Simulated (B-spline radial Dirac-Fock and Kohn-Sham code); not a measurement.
**Mo⁸⁺: eigenvalues, ΔSCF and the reference**

System: the Mo⁸⁺ ion, configuration [Ar] 3d10 4s2 4p4.

The density-functional columns are spherical, spin-unpolarised Dirac-Kohn-Sham results without Breit or QED terms: −ε is minus the orbital energy of the initial state and ΔSCF the difference of two total energies. The reference in the last column comes from ΔSCF Dirac-Fock with Breit, self-energy and vacuum polarisation, finite nucleus, configuration average. All numbers are from a radial finite-basis atomic code, in eV; a selection of levels is shown. The Kohn-Sham columns are given as differences from the reference. For the 1s level of heavy atoms much of the gap between ΔSCF and the reference is the Breit and QED part, -54.4 eV here; for other levels the error of the functional can be larger.

```tsv
level	LDA −ε − DF	LDA ΔSCF − DF	Dirac-Fock
K (1s)	-230.8	+48.1	20152.6
L1 (2s)	-94.1	-40.9	3024.7
L2 (2p1/2)	-70.0	-5.8	2779.0
M1 (3s)	-48.0	-26.0	655.8
M2 (3p1/2)	-38.2	-15.9	561.6
M4 (3d3/2)	-22.0	+0.8	378.1
M5 (3d5/2)	-22.2	+0.6	374.8
N1 (4s)	-11.6	-0.9	196.2
N2,3 (4p)	-8.4	+1.7	164.4
```

Values without a named source are computed, but for edge energies of neutral atoms, which are taken from tables.
